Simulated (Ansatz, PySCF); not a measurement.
C₂F₄, triplet, geometry from GFN2-xTB (a higher spin typed on purpose: for a closed-shell molecule this is an excited state), atoms displaced at random by about 0.03 Å a coordinate. Base run: HF/STO-3G, gradient run with PySCF.

The PySCF input:
```python
from pyscf import gto, scf

mol = gto.M(
    atom='''
F    -1.34911510    0.76193138    0.73463500
C    -0.72029306   -0.26953997    0.17274800
F    -1.49004092   -0.79543900   -0.77739023
C     0.66806880   -0.20957203   -0.11311685
F     1.26684199    0.84583443   -0.83441644
F     1.57745675   -0.54688690    0.89348944
''',
    basis='sto-3g',
    spin=2,
    verbose=3,
)

mf = scf.UHF(mol)
mf.kernel()
g = mf.nuc_grad_method()
grad = g.kernel()
```

Programs used: Ansatz (an electronic-structure program), PySCF; a row that names a program was run with it.

The coordinate followed is x of atom 1.

Each row names what was changed in the base input (with any setting that the change needs).

```csv
change,dE/dx (Eh/bohr),net force (Eh/bohr)
base,0.008619,0.000000
finite difference step (bohr) = 0.05; conv_tol = 1e-11,0.008626,-
finite difference step (bohr) = 1e-5; conv_tol = 1e-11,0.008619,-
conv_tol = 1e-6,0.008625,0.000000
finite difference step (bohr) = 1e-3; conv_tol = 1e-11,0.008619,-
conv_tol = 1e-4,0.008669,0.000000
finite difference step (bohr) = 0.2; conv_tol = 1e-11,0.008718,-
density fitting = on; auxbasis_response = off,0.009642,0.001514
conv_tol = 1e-11,0.008619,0.000000
density fitting = on,0.008620,0.000000
finite difference step (bohr) = 1e-4; conv_tol = 1e-11,0.008619,-
code = ansatz,0.008620,0.000000
```

The net force is zero for an exact gradient.

Open shells are given as the SCF converged; they aren't shown to be the lowest states, and a large step between rows can be another state.
